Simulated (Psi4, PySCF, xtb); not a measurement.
Interaction energy of N2 ··· H3ClSi (SMILES N#N and [SiH3]Cl). Monomers: optimised at B3LYP-D3(BJ) (def2-TZVP), held rigid. Orientation: a higher rigid-body minimum at GFN2-xTB. The monomers approach along the line of their centres of mass (distance R); nothing else relaxes.

Geometry at R = 3.37 Å (first 2 atoms: monomer A):
```
7

N      0.5455     0.0000     0.0000
N     -0.5455     0.0000     0.0000
Si     1.7551     0.3240    -3.0769
Cl    -0.2191     0.8573    -3.3731
H      2.4193     0.2394    -4.3921
H      1.7891    -0.9855    -2.3971
H      2.3980     1.3559    -2.2402
```

Methods: RHF/6-31G* = PySCF 2.14.0 with restricted Hartree-Fock/6-31G*, spherical d, no counterpoise correction; RHF/LANL2DZ = restricted Hartree-Fock/LANL2DZ, with its core potentials past Ne, no counterpoise correction (PySCF); GFN1-xTB (xtb); SAPT0/jun-cc-pVDZ, frozen core (Psi4).

Interaction energies in kJ/mol; the last columns give the difference from SAPT0:

```tsv
R / Å	RHF/6-31G*	RHF/LANL2DZ	GFN1-xTB	SAPT0/jun-cc-pVDZ	RHF/6-31G* − SAPT0/jun-cc-pVDZ	RHF/LANL2DZ − SAPT0/jun-cc-pVDZ	GFN1-xTB − SAPT0/jun-cc-pVDZ
2.78	51.06	52.40	-11.69	36.01	15.05	16.39	-47.70
2.95	29.18	29.45	-13.54	19.05	10.13	10.39	-32.59
3.21	11.37	10.89	-11.72	5.91	5.46	4.98	-17.64
3.37	5.81	5.21	-9.74	2.12	3.69	3.09	-11.86
3.56	2.11	1.57	-7.48	-0.17	2.28	1.74	-7.31
3.78	0.07	-0.28	-5.39	-1.23	1.30	0.94	-4.16
4.06	-0.83	-0.92	-3.57	-1.47	0.64	0.55	-2.10
4.35	-0.93	-0.85	-2.41	-1.28	0.34	0.43	-1.13
4.90	-0.56	-0.44	-1.26	-0.78	0.22	0.34	-0.48
5.57	-0.20	-0.20	-0.62	-0.40	0.20	0.20	-0.22
6.58	-0.05	-0.10	-0.24	-0.16	0.11	0.06	-0.07
7.84	-0.03	-0.05	-0.08	-0.07	0.04	0.01	-0.02
```

RHF/6-31G* is furthest from SAPT0/jun-cc-pVDZ at 2.78 (15.05 kJ/mol, above); its mean absolute difference over the points is 3.29 kJ/mol.

RHF/LANL2DZ is furthest from SAPT0/jun-cc-pVDZ at 2.78 (16.39 kJ/mol, above); its mean absolute difference over the points is 3.26 kJ/mol.

GFN1-xTB is furthest from SAPT0/jun-cc-pVDZ at 2.78 (-47.70 kJ/mol, below); its mean absolute difference over the points is 10.44 kJ/mol.
